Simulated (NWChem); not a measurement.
The numbers come from NWChem runs, not from measurements. System: H3Ga, charge 1, spin multiplicity 2, at the geometry of a parent with another charge or spin, in a state set for the comparison that need not be this species' ground state. Its SCF solution wasn't tested for a lower state. Level: UMP2/def2-TZVPD, 9 core orbitals frozen.

The NWChem input:

```
start mol
memory heap 200 mb stack 900 mb global 1100 mb
charge 1
geometry units angstroms nocenter noautoz
  Ga     0.000000     0.000000     0.000001
  H      0.000000     0.000000     1.580659
  H      1.368877     0.000000    -0.790348
  H     -1.368877     0.000000    -0.790348
  symmetry group C2v
end
basis spherical
  * library def2-tzvpd
end
scf
  uhf
  nopen 1
  maxiter 100
  thresh 1e-7
  semidirect memsize 60000000 filesize 0
  # guess.movecs holds the orbitals of an unrestricted PBE0 run
  vectors input guess.movecs output mol.movecs
end
mp2
  freeze core 9
end
task mp2 energy
```

NWChem printed:

```
             Northwest Computational Chemistry Package (NWChem) 7.3.0
             --------------------------------------------------------

                                NWChem Input Module
                                -------------------

 Scaling coordinates for geometry "geometry" by  1.889725989
 (inverse scale =  0.529177249)

 Turning off AUTOSYM since
 SYMMETRY directive was detected!

                             Geometry "geometry" -> ""
                             -------------------------

 Output coordinates in angstroms (scale by  1.889725989 to convert to a.u.)

  No.       Tag          Charge          X              Y              Z
 ---- ---------------- ---------- -------------- -------------- --------------
    1 Ga                  31.0000     0.00000000     0.00000000     0.00000100
    2 H                    1.0000     0.00000000     0.00000000     1.58065900
    3 H                    1.0000     1.36887700     0.00000000    -0.79034800
    4 H                    1.0000    -1.36887700     0.00000000    -0.79034800

 Effective nuclear repulsion energy (a.u.)      31.7146861136

            Nuclear Dipole moment (a.u.)
            ----------------------------
        X                 Y               Z
 ---------------- ---------------- ----------------
     0.0000000000     0.0000000000    -0.0000113384

      Symmetry information
      --------------------

 Group name             C2v
 Group number             16
 Group order               4
 No. of unique centers     3

      Symmetry unique atoms

     1    2    3


 Summary of "ao basis" -> "" (spherical)
 ------------------------------------------------------------------------------
       Tag                 Description            Shells   Functions and Types
 ---------------- ------------------------------  ------  ---------------------
 *                         def2-tzvpd                 on all atoms

 Summary of "ao basis" -> "ao basis" (spherical)
 ------------------------------------------------------------------------------
       Tag                 Description            Shells   Functions and Types
 ---------------- ------------------------------  ------  ---------------------
 Ga                        def2-tzvpd               18       54   7s5p5d1f
 H                         def2-tzvpd                5        9   3s2p

                                 NWChem SCF Module
                                 -----------------

  ao basis        = "ao basis"
  functions       =    81
  atoms           =     4
  alpha electrons =    17
  beta  electrons =    16
  charge          =   1.00
  wavefunction    = UHF
  use symmetry    = T
  symmetry adapt  = T

 Summary of "ao basis" -> "ao basis" (spherical)
 ------------------------------------------------------------------------------
       Tag                 Description            Shells   Functions and Types
 ---------------- ------------------------------  ------  ---------------------
 Ga                        def2-tzvpd               18       54   7s5p5d1f
 H                         def2-tzvpd                5        9   3s2p

      Symmetry analysis of basis
      --------------------------

        a1         36
        a2          8
        b1         21
        b2         16

 Forming initial guess at       0.1s

   Symmetry analysis of molecular orbitals - initial alpha
   -------------------------------------------------------

  Numbering of irreducible representations:

     1 a1          2 a2          3 b1          4 b2

  Orbital symmetries:

     1 a1          2 a1          3 b2          4 a1          5 b1
     6 a1          7 b2          8 a1          9 b1         10 a1
    11 b2         12 b1         13 a1         14 a2         15 a1
    16 a1         17 b1         18 b2         19 a1         20 b1
    21 a1         22 a1         23 b2         24 a2         25 a1
    26 b1         27 a1

   Symmetry analysis of molecular orbitals - initial beta
   ------------------------------------------------------

  Numbering of irreducible representations:

     1 a1          2 a2          3 b1          4 b2

  Orbital symmetries:

     1 a1          2 a1          3 b2          4 a1          5 b1
     6 a1          7 b2          8 a1          9 b1         10 a1
    11 b2         12 a2         13 b1         14 a1         15 a1
    16 b1         17 a1         18 b2         19 a1         20 b1
    21 a1         22 a1         23 a2         24 b2         25 a1
    26 b1         27 a1

 Starting SCF solution at       0.1s

 ----------------------------------------------
         Quadratically convergent UHF

 Convergence threshold     :          1.000E-07
 Maximum no. of iterations :          100
 Integral*density screening:          1.000E-09
 ----------------------------------------------

              iter       energy          gnorm     gmax       time
             ----- ------------------- --------- --------- --------
                 1    -1924.5549403307  5.69D-01  2.39D-01      1.5
                 2    -1924.5707809036  2.19D-01  5.29D-02      1.6
                 3    -1924.5747754823  1.80D-02  9.69D-03      1.7
                 4    -1924.5750574268  6.27D-04  1.89D-04      1.9
                 5    -1924.5750576309  3.85D-07  2.02D-07      2.4
                 6    -1924.5750576309  6.66D-09  1.54D-09      2.7

       Final UHF  results
       ------------------

         Total SCF energy =  -1924.575057630867
      One electron energy =  -2739.690963386292
      Two electron energy =    783.401219641843
 Nuclear repulsion energy =     31.714686113582
[...]
 Vector   14  Occ=1.000000D+00  E=-1.485369D+00  Symmetry=a1
              MO Center=  7.9D-13,  5.0D-15,  3.0D-03, r^2= 2.3D-01
   Bfn.  Coefficient  Atom+Function         Bfn.  Coefficient  Atom+Function
  ----- ------------  ---------------      ----- ------------  ---------------
    27     -0.650723  1 Ga d  2              25      0.622999  1 Ga d  0
    32     -0.152881  1 Ga d  2

 Vector   15  Occ=1.000000D+00  E=-8.118377D-01  Symmetry=a1
              MO Center=  2.8D-14, -4.2D-16, -1.7D-01, r^2= 2.0D+00
   Bfn.  Coefficient  Atom+Function         Bfn.  Coefficient  Atom+Function
  ----- ------------  ---------------      ----- ------------  ---------------
     5      0.599492  1 Ga s                  4     -0.270915  1 Ga s
     3     -0.184516  1 Ga s

 Vector   16  Occ=1.000000D+00  E=-6.469034D-01  Symmetry=b1
              MO Center= -2.8D-13, -7.3D-15, -4.7D-01, r^2= 2.5D+00
   Bfn.  Coefficient  Atom+Function         Bfn.  Coefficient  Atom+Function
  ----- ------------  ---------------      ----- ------------  ---------------
    17      0.398543  1 Ga px                66      0.229438  3 H  s
    75     -0.229438  4 H  s                 65      0.203679  3 H  s
    74     -0.203679  4 H  s                 11     -0.161014  1 Ga px

 Vector   17  Occ=0.000000D+00  E=-3.552353D-01  Symmetry=a1
              MO Center=  2.4D-13, -5.4D-16,  6.9D-01, r^2= 2.6D+00
   Bfn.  Coefficient  Atom+Function         Bfn.  Coefficient  Atom+Function
  ----- ------------  ---------------      ----- ------------  ---------------
    19      0.316968  1 Ga pz                57      0.261076  2 H  s
    56      0.203885  2 H  s                 22      0.161039  1 Ga pz

 Vector   18  Occ=0.000000D+00  E=-1.939459D-01  Symmetry=b2
              MO Center= -2.0D-14, -6.4D-17,  1.3D-01, r^2= 3.9D+00
   Bfn.  Coefficient  Atom+Function         Bfn.  Coefficient  Atom+Function
  ----- ------------  ---------------      ----- ------------  ---------------
    21      0.660769  1 Ga py                18      0.402913  1 Ga py
    12     -0.157430  1 Ga py

 Vector   19  Occ=0.000000D+00  E=-9.631426D-02  Symmetry=a1
              MO Center= -3.7D-15, -3.7D-16,  5.1D-01, r^2= 1.2D+01
   Bfn.  Coefficient  Atom+Function         Bfn.  Coefficient  Atom+Function
  ----- ------------  ---------------      ----- ------------  ---------------
     6      3.222491  1 Ga s                  7     -2.108400  1 Ga s
    66     -0.804545  3 H  s                 75     -0.804545  4 H  s
    22     -0.363258  1 Ga pz                57     -0.277415  2 H  s
    70      0.266905  3 H  px                79     -0.266905  4 H  px
     5      0.198949  1 Ga s                 42      0.182992  1 Ga d  2

 center of mass
 --------------
 x =   0.00000000 y =   0.00000000 z =   0.00000083

 moments of inertia (a.u.)
 ------------------
          13.488299855349           0.000000000000           0.000000000000
           0.000000000000          26.976116312524           0.000000000000
           0.000000000000           0.000000000000          13.487816457175

  Mulliken analysis of the total density
  --------------------------------------

    Atom       Charge   Shell Charges
 -----------   ------   -------------------------------------------------------
    1 Ga  31    30.06   2.00  2.00  1.17  0.79  0.87  0.23 -0.01  5.98  4.45  1.55  0.83  0.10  8.88  1.14 -0.01  0.06  0.00  0.02
    2 H    1     0.79   0.19  0.46  0.12  0.01  0.02
    3 H    1     1.07   0.20  0.49  0.36  0.01  0.01
    4 H    1     1.07   0.20  0.49  0.36  0.01  0.01

  Mulliken analysis of the alpha density
  --------------------------------------

    Atom       Charge   Shell Charges
 -----------   ------   -------------------------------------------------------
    1 Ga  31    15.09   1.00  1.00  0.58  0.40  0.39  0.11 -0.01  2.99  2.23  0.77  0.49  0.05  4.44  0.57  0.01  0.04  0.00  0.01
    2 H    1     0.71   0.18  0.44  0.09  0.01  0.00
    3 H    1     0.60   0.12  0.29  0.18  0.00  0.01
    4 H    1     0.60   0.12  0.29  0.18  0.00  0.01

   Mulliken analysis of the beta density
   -------------------------------------

    Atom       Charge   Shell Charges
 -----------   ------   -------------------------------------------------------
    1 Ga  31    14.97   1.00  1.00  0.59  0.39  0.48  0.12 -0.01  2.99  2.22  0.78  0.34  0.05  4.43  0.58 -0.02  0.02  0.00  0.00
    2 H    1     0.08   0.01  0.02  0.03  0.00  0.02
    3 H    1     0.47   0.09  0.20  0.17  0.00  0.01
    4 H    1     0.47   0.09  0.20  0.17  0.00  0.01

   Mulliken analysis of the spin density
   -------------------------------------

    Atom       Charge   Shell Charges
 -----------   ------   -------------------------------------------------------
    1 Ga  31     0.12  -0.00 -0.00 -0.00  0.00 -0.08 -0.01 -0.00  0.00  0.01 -0.00  0.15  0.00  0.01 -0.01  0.03  0.02  0.00  0.01
    2 H    1     0.63   0.17  0.41  0.06  0.00 -0.01
    3 H    1     0.13   0.03  0.09  0.01  0.00 -0.00
    4 H    1     0.13   0.03  0.09  0.01  0.00 -0.00

       Multipole analysis of the density wrt the origin
       ------------------------------------------------

     L   x y z        total         alpha         beta         nuclear
     -   - - -        -----         -----         ----         -------
     0   0 0 0      1.000000    -17.000000    -16.000000     34.000000

     1   1 0 0     -0.000000     -0.000000      0.000000      0.000000
     1   0 1 0      0.000000      0.000000     -0.000000      0.000000
     1   0 0 1      0.871616     -0.325523      1.197150     -0.000011

     2   2 0 0    -12.185036    -13.682400    -11.885730     13.383094
     2   1 1 0      0.000000     -0.000000      0.000000      0.000000
     2   1 0 1     -0.000000     -0.000000      0.000000      0.000000
     2   0 2 0     -9.895008     -5.186405     -4.708603      0.000000
     2   0 1 1     -0.000000     -0.000000     -0.000000      0.000000
     2   0 0 2     -8.177115    -14.810031     -6.750658     13.383573

                   NWChem MP2 Semi-direct Energy/Gradient Module
                   ---------------------------------------------

  Basis functions       =     81
  Molecular orbitals    =     81
  Frozen core           =      9
  Frozen virtuals       =      0
  Active alpha occupied =      8
  Active beta occupied  =      7
  Active alpha virtual  =     64
  Active beta virtual   =     65
  Use MO symmetry       = T
  Use skeleton AO sym   = T

  AO/Fock/Back tols     =   1.0D-09  1.0D-09  1.0D-09

 GA uses MA = F    GA memory limited = T

 Available:
  local mem=  1.26D+08
 global mem=  1.44D+08
 local disk=  0.00D+00
  mp2_memr nvloc                    64
  nvloc new                    64
   1 passes of   8:        4194304                      38974                   5792495.
   1 passes of   8: M    126150090           G      144166078           F     121955786.

 Semi-direct pass number   1 of   1  for UHF alpha       at        3.0s
  vrange nnbf                  3321
  mp2_eaftype                    22  avail_ma_in_mb                  1099
 EAF : mp2_eaftype filesize          22    2896248.
  mp2_eaf for mointskh                     22
Node 0 wrote     13.6 Mb in      0.0 s     Agg I/O rate:  1015.8 Mb/s
 Done moints_semi at        7.4s
  mp2_eaftype                    22  avail_ma_in_mb                  1077
 EAF : mp2_eaftype filesize          22    2896248.
  mp2_eaf for kh                    22
 Done maket at        7.6s
 Done multipass loop at        7.6s

 GA uses MA = F    GA memory limited = T

 Available:
  local mem=  1.26D+08
 global mem=  1.44D+08
 local disk=  0.00D+00
  mp2_memr nvloc                    65
  nvloc new                    65
   1 passes of   7:        4194304                      36125                   5148885.
   1 passes of   7: M    126150090           G      144166078           F     121955786.

 Semi-direct pass number   1 of   1  for UHF beta        at        7.6s
  vrange nnbf                  3321
  mp2_eaftype                    19  avail_ma_in_mb                  1099
 EAF : mp2_eaftype filesize          19    2574443.
  mp2_eaf for mointskh                     19
Node 0 wrote     12.1 Mb in      0.0 s     Agg I/O rate:   792.2 Mb/s
 Done moints_semi at       12.2s
  mp2_eaftype                    19  avail_ma_in_mb                  1080
 EAF : mp2_eaftype filesize          19    2574443.
  mp2_eaf for kh                    19
 Done maket at       12.3s
 Done multipass loop at       12.3s

          -------------------------------------------
          SCF energy               -1924.575057630867
          Correlation energy          -0.210668461588
          Singlet pairs                0.000000000000
          Triplet pairs                0.000000000000
          Total MP2 energy         -1924.785726092455
          -------------------------------------------

          ---------------------------------------------------
                    Spin Component Scaled (SCS) MP2
          Same spin pairs                     -0.058396052770
          Same spin scaling factor             0.333333333333
          Opposite spin pairs                 -0.152272408818
          Opposite spin scaling fact.          1.200000000000
          SCS-MP2 correlation energy          -0.202192241505
          Total SCS-MP2 energy             -1924.777249872372
          ---------------------------------------------------

 -----------------------
 Performance information
 -----------------------

 Timer overhead =  2.44D-07 seconds/call

               Nr. of calls         CPU time (s)                 Wall time (s)                GFlops
             ---------------    -------------------     ------------------------------   -------------------
Name         Min   Avg   Max    Min     Avg     Max     Min     Avg     Max   Mx/calls   Min     Max     Sum
mp2: moin     2     2     2    9.1     9.1     9.1      9.1     9.1     9.1     4.5      0.0     0.0     0.0
mp2: make     2     2     2   0.23    0.23    0.23     0.23    0.23    0.23    0.11      0.0     0.0     0.0
mp2: tota     1     1     1    9.4     9.4     9.4      9.4     9.4     9.4     9.4      0.0     0.0     0.0

 The average no. of pstat calls per process was 5.00D+00
 with a timing overhead of 1.22D-06s

 Task  times  cpu:       12.3s     wall:       12.3s

 Total times  cpu:       12.3s     wall:       12.3s
```
